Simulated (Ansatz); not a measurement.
`COB(S)S` → `SBS` + `C=O`  (β-hydride elimination)

Computed with Ansatz on PBE0-D4/def2-TZVP structures; ΔE is electronic, products minus reactants. CCSD(T)/CBS adds triple-zeta CCSD(T) − MP2 to the extrapolated MP2 energy (def2 sets, frozen cores). This one scheme is used for every species. DFT in def2-TZVPP. HSE06 is defined as in plane-wave codes. Each species was taken in one conformer, which may not be the lowest.

```
             level  ΔE (eV)  difference from CCSD(T)/CBS
            PBE-D4     2.20                        -0.05
         revPBE-D4     2.12                        -0.13
          BHLYP-D4     2.33                         0.08
           ωB97X-V     2.28                         0.03
            B2PLYP     2.12                        -0.13
          PBE-QIDH     2.38                         0.13
              BLYP     1.82                        -0.43
           r2SCAN0     2.38                         0.13
             HSE06     2.26                         0.01
         CAM-B3LYP     2.22                        -0.03
RPA@PBE/def2-TZVPP     2.03                        -0.22
     CCSD/def2-SVP     2.17                        -0.08
     HF/def2-TZVPP     2.00                        -0.25
    MP2/def2-TZVPP     2.29                         0.04
SCS-MP2/def2-QZVPP     2.19                        -0.06
    CCSD/CBS(def2)     2.25                         0.00
       CCSD(T)/CBS     2.25                            0
```

Question: What do rigid-rotor, harmonic-oscillator terms from PBE0-D4/def2-TZVP frequencies (298.15 K, 1 bar) make of the CCSD(T)/CBS value? (Best estimate.)

Answer: Computed: ΔZPE = -0.20 eV, ΔH = +2.07 eV, ΔS = 153 J/(mol·K), ΔG = +1.60 eV.

Largest T1 diagnostic among the species: 0.015.

From PBE to PBE0 (25 % exact exchange), in def2-TZVPP and without D4, ΔE moves by +0.15 eV. In def2-TZVPP, CCSD(T) changes the Hartree–Fock value by +0.20 eV (the triples alone add +0.00 eV) and MP2 by +0.30 eV. At CCSD(T), def2-SVP lies −0.11 eV from the extrapolated value and def2-TZVPP −0.06 eV.

CCSD(T)/CBS has its own doubt, a few kJ/mol and more with outer-core shells, so smaller differences from it don't rank the levels.
